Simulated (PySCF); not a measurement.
**How methods differ on the ionisation energy of I³⁷⁺**

I³⁷⁺ [Ne] 3s2 3p4 (3P) → I³⁸⁺ [Ne] 3s2 3p3 (4S), as a difference of total energies. Computed with PySCF 2.14 in an uncontracted even-tempered set (18 s from 5.9 bohr⁻², ratio 2.5; 12 p from 7.7 bohr⁻², ratio 2.5; 5 d from 35 bohr⁻², ratio 2.7; 4 f from 52 bohr⁻², ratio 2.7), with scalar relativity by spin-free X2C-1e. Correlated levels: outer shells: 1s2 frozen; virtual orbitals above 40 to 60 times the deepest correlated orbital energy dropped. The calculations carry no spin-orbit coupling.

| method | ionisation energy (eV) |
| --- | --- |
| UHF | 2609.8 |
| LDA | 2612.5 |
| PBE | 2613.2 |
| PBE0 | 2612.8 |
| r2SCAN | 2612.6 |
| BP86 | 2614.1 |
| TPSSh | 2613.1 |
| MP2 (outer shells) | 2610.9 |
| SCS-MP2 (outer shells) | 2610.9 |

Spin-orbit coupling is strong in these open shells (close to jj coupling). The scalar numbers leave it out and a first-order estimate fails, so it can dominate the gap to the real levels.

Breit and QED terms and the two-electron picture change are absent.

For comparison: 2598 ± 4 eV (theoretical estimate listed by NIST; NIST Atomic Spectra Database, ionization energies).
